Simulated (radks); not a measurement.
Values are calculated unless marked as measured or tabulated.
Question: Ionisation of Yb44+, [Ar] 3d8, to Yb45+, [Ar] 3d7, under several functionals. Scalar-relativistic Kohn-Sham, spin-polarised, spherical densities, finite nucleus; open shells are filled with parallel spins first (spin-orbit coupling, left out, can overturn this in heavy ions); a radial shooting solver on a logarithmic mesh with Libxc functionals. Known Delta-SCF values: exchange-only B88 3697.0 eV; AM05 3698.5 eV; HCTH/407 3707.8 eV. What does MS2 meta-GGA give, and what is its highest occupied eigenvalue?

Answer: 3697.7 eV by Delta-SCF; the 3d eigenvalue is -3640.8 eV. NIST: 3677 eV (theoretical).
